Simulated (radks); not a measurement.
Problem. The mean radii <r> (bohr) of the occupied orbitals of an atom or ion are listed with their occupations. Method: scalar-relativistic Kohn-Sham, BLYP, spin-polarised, spherical densities, finite nucleus; Fermi nuclear charge, rms radius of each element as measured or else 0.836 A^(1/3) + 0.57 fm; computed with a radial shooting solver on a logarithmic mesh with Libxc functionals.

| orbital | occ. | <r> |
|---|---|---|
| 1s down | 1 | 0.03263 |
| 1s up | 1 | 0.03263 |
| 2s up | 1 | 0.1419 |
| 2s down | 1 | 0.1419 |
| 2p up | 3 | 0.1237 |
| 2p down | 3 | 0.1237 |
| 3s up | 1 | 0.3906 |
| 3s down | 1 | 0.3906 |
| 3p up | 3 | 0.3904 |
| 3p down | 3 | 0.3903 |
| 3d up | 5 | 0.3700 |
| 3d down | 5 | 0.3699 |
| 4s up | 1 | 0.9595 |
| 4s down | 1 | 0.9569 |
| 4p up | 3 | 1.039 |
| 4p down | 3 | 1.038 |
| 4d up | 4 | 1.253 |

Name the element and its charge. Open shells, if any, are filled with parallel spins first.

Solution. Z = 45, rhodium, charge +5: Rh5+ in [Kr] 4d4. The 1s radius gives Z: for a bare nucleus <r> = (2 gamma + 1)/(2Z) with gamma = sqrt(1 - (Z/c)^2), 0.0321 bohr for Z = 45, and screening makes it slightly larger (0.03263 here). The occupations add up to 40, and the charge is Z minus that.
